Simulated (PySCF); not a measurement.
## Mayer bond orders and bond lengths

Compound: C₆H₅Cl₂F₃.
Atom-mapped SMILES: `[F:1][C:2]([F:3])([F:4])[C@H:5]1[CH2:6][CH2:7][C:8]([Cl:9])=[C:10]1[Cl:11]` (hydrogens: H12 on C5; H13, H14 on C6; H15, H16 on C7)

Structure used (GFN2-xTB), in Å, numbered top down from 1:
```
atom  x, y, z in Å
F1     2.5544    0.9126    0.8277
C2     1.7205   -0.1040    0.5928
F3     2.4902   -1.1660    0.2981
F4     1.1149   -0.3889    1.7532
C5     0.7240    0.1872   -0.5303
C6    -0.2370   -1.0013   -0.7315
C7    -1.5014   -0.6446    0.0683
C8    -1.4058    0.8475    0.2071
Cl9   -2.7260    1.7729    0.7548
C10   -0.2039    1.3114   -0.1350
Cl11   0.3301    2.9347   -0.1171
H12    1.3154    0.4219   -1.4183
H13    0.2087   -1.9388   -0.4045
H14   -0.4773   -1.0857   -1.7900
H15   -1.4999   -1.1074    1.0574
H16   -2.4147   -0.9425   -0.4442
```

Bond orders from the PBE0/pcSseg-1 density (PySCF). The structure is a single GFN2-xTB conformer in the gas phase; no vibrational or solvent corrections.

**Question.** How far do the computed orders between heavy atoms stray from the drawn ones?

**Answer.** The largest departure is 0.387, at C8–C10 (drawn double, 1.613). Drawn single, order above 1.12: C8–Cl9 (1.144) and C10–Cl11 (1.147). Drawn double or triple, more than 0.30 short of the drawn order: C8–C10 (1.613).

**Question.** Give the Mayer order of every bond, beside its length.

**Answer.** 
```json
{"bond": "F1–C2", "drawn as": "single", "length (Å)": "1.336", "Mayer order": "1.015"}
{"bond": "C2–F3", "drawn as": "single", "length (Å)": "1.344", "Mayer order": "0.985"}
{"bond": "C2–F4", "drawn as": "single", "length (Å)": "1.340", "Mayer order": "1.002"}
{"bond": "C2–C5", "drawn as": "single", "length (Å)": "1.529", "Mayer order": "0.936"}
{"bond": "C5–C6", "drawn as": "single", "length (Å)": "1.542", "Mayer order": "1.006"}
{"bond": "C6–C7", "drawn as": "single", "length (Å)": "1.538", "Mayer order": "1.011"}
{"bond": "C7–C8", "drawn as": "single", "length (Å)": "1.502", "Mayer order": "1.002"}
{"bond": "C8–Cl9", "drawn as": "single", "length (Å)": "1.703", "Mayer order": "1.144"}
{"bond": "C8–C10", "drawn as": "double", "length (Å)": "1.333", "Mayer order": "1.613"}
{"bond": "C10–Cl11", "drawn as": "single", "length (Å)": "1.709", "Mayer order": "1.147"}
{"bond": "C10–C5", "drawn as": "single", "length (Å)": "1.510", "Mayer order": "0.957"}
{"bond": "C5–H12", "drawn as": "single", "length (Å)": "1.092", "Mayer order": "0.926"}
{"bond": "C6–H13", "drawn as": "single", "length (Å)": "1.088", "Mayer order": "0.945"}
{"bond": "C6–H14", "drawn as": "single", "length (Å)": "1.089", "Mayer order": "0.948"}
{"bond": "C7–H15", "drawn as": "single", "length (Å)": "1.092", "Mayer order": "0.923"}
{"bond": "C7–H16", "drawn as": "single", "length (Å)": "1.089", "Mayer order": "0.940"}
```

By pair of heavy elements: C–F: lowest C2–F3 (0.985, 1.344 Å), highest F1–C2 (1.015, 1.336 Å). C–C: lowest C2–C5 (0.936, 1.529 Å), highest C8–C10 (1.613, 1.333 Å); in 4 of the 15 pairs the longer bond (by over 0.003 Å) has the higher order (by 0.02 or more). C–Cl: all 2 within 0.02 of one another (1.144 to 1.147).

**Question.** Sum the orders of all bonds at each heavy atom with more than one neighbour and set the sums beside the valence in the SMILES.

**Answer.** C2 3.938 (drawn 4), C5 3.825 (drawn 4), C6 3.910 (drawn 4), C7 3.876 (drawn 4), C8 3.759 (drawn 4), C10 3.717 (drawn 4). Orders between atoms that aren't bonded are not in these sums.

The Mayer order sums products of elements of PS (density times overlap matrix) between the two atoms' basis functions, so it depends on the basis set.
